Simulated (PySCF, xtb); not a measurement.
CH₅ClF₂Si₂, SMILES C[Si](F)(F)[SiH2]Cl.

GFN2-xTB in xtb at its own geometry gives an orbital gap of 4.58 eV and a dipole moment of 1.68 D.

Geometry: B3LYP-D3(BJ)/def2-SVP. This is a generated structure with no PubChem entry under its InChIKey; it may be hypothetical. One conformer was computed; it need not be the lowest.

Question: What does PBE0/def2-TZVP run with PySCF give? (Estimate from the structure and the level; the computed values follow.)

Answer: gap 7.36 eV (levels -8.29 and -0.94 eV), dipole 1.59 D.
